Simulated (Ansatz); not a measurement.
Geometry optimisation, Ansatz 0.2.0, RKS B3LYP/def2-SVP.

input.yaml

```yaml
crystal:
  periodic: [false, false, false]
  atoms:
    - { symbol: C, position_ang: [0.2842, -1.7035, 0.1294] }
    - { symbol: C, position_ang: [0.9103, -0.3044, -0.0937] }
    - { symbol: Cl, position_ang: [2.3595, -0.5418, -1.0794] }
    - { symbol: C, position_ang: [0.0685, 0.7128, -0.8149] }
    - { symbol: B, position_ang: [-1.1903, 1.2601, 0.0865] }
    - { symbol: O, position_ang: [-1.3, 0.9302, 1.5173] }
    - { symbol: H, position_ang: [-0.0374, -2.097, -0.8533] }
    - { symbol: H, position_ang: [0.9764, -2.3384, 0.6157] }
    - { symbol: H, position_ang: [-0.6607, -1.538, 0.7996] }
    - { symbol: H, position_ang: [1.2329, 0.1098, 0.9147] }
    - { symbol: H, position_ang: [-0.98123, 0.43486, -0.7161] }
    - { symbol: H, position_ang: [-0.4255, 0.2412, -1.7009] }
    - { symbol: H, position_ang: [-2.0216, 2.0462, -0.3815] }
    - { symbol: H, position_ang: [-0.7926, 1.6152, 2.0074] }
basis:
  gaussian: { orbitals: def2-SVP }
hamiltonian:
  xc: b3lyp
relax:
  f_tol: 0.02
  max_steps: 50
```

Run as:

```bash
$ ansatz run input.yaml --threads 2 --pin off --max-ram 3072MiB --backend cpu --events-out ev --progress --plain --runs-dir out
```

Task: Where does it end, and by what steps?

Result: The forces met the threshold. After 16 steps the energy has fallen by 4.438 eV; H12 moved furthest, 1.34 Å. Parted: B5–H11 (1.17 → 2.20 Å).

```
step  energy less start (eV)  largest force component (eV/Å)  accepted
   0                  0.0000                           3.991       yes
   1                 -1.6227                           2.843       yes
   2                 -2.6268                           1.502       yes
   3                 -3.0755                           1.849       yes
   4                 -3.4300                           1.750       yes
   5                 -3.7954                           1.424       yes
   6                 -4.0139                           3.076       yes
   7                 -4.2392                           0.840       yes
   8                 -4.2633                           0.754       yes
   9                 -4.3415                           0.568       yes
  10                 -4.3789                           0.768       yes
  11                 -4.4099                           0.416       yes
  12                 -4.4253                           0.278       yes
  13                 -4.4323                           0.260       yes
  14                 -4.4380                           0.057       yes
  15                 -4.4383                           0.022       yes
  16                 -4.4384                           0.007       yes
```

```xyz
14
Properties=species:S:1:pos:R:3
C 0.255 -1.709 0.345
C 0.827 -0.434 -0.258
Cl 2.009 -0.896 -1.593
C -0.222 0.521 -0.812
B -1.154 1.253 0.225
O -0.909 1.152 1.554
H -0.340 -2.261 -0.401
H 1.057 -2.371 0.702
H -0.393 -1.457 1.199
H 1.456 0.080 0.482
H -0.846 0.010 -1.569
H 0.275 1.333 -1.379
H -2.078 1.941 -0.163
H -1.516 1.666 2.101
```

Run time: 28 s on 2 threads of AMD EPYC 9R45 96-Core Processor (Zen 5), with other jobs on the host, peak memory 0.34 GiB.
